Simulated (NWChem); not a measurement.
A series in which one site is exchanged, each optimised at PBE0/def2-SVP with NWChem, gas phase unless a solvent is named. All stand in one matching conformer (torsions within 35°), which need not be the lowest. Some are not confirmed as minima by frequencies. def2 effective core potentials on Te; no spin-orbit coupling.

A: O[Te]O (H₂TeO₂; site = Te)
B: [OH][Zn][OH] (ZnH2O2; site = Zn)
C: [Be]([OH])[OH] (BeH$_{2}$O$_{2}$; site = Be)

| quantity | A | B | C |
|---|---|---|---|
| dipole (D), PBE0/def2-SVP | 0.87 | ? | 1.82 |
| vertical ionisation energy, ΔSCF, PBE0/def2-SVP (eV) | 8.58 | ? | 11.30 |
| lowest singlet excitation, PBE0/def2-SVPD, TDA (eV) | 3.13 | ? | 7.29 |

Task: Some entries are withheld; supply them.

Result: 
- dipole (D), PBE0/def2-SVP, B: 1.88
- vertical ionisation energy, ΔSCF, PBE0/def2-SVP (eV), B: 10.28
- lowest singlet excitation, PBE0/def2-SVPD, TDA (eV), B: 5.70
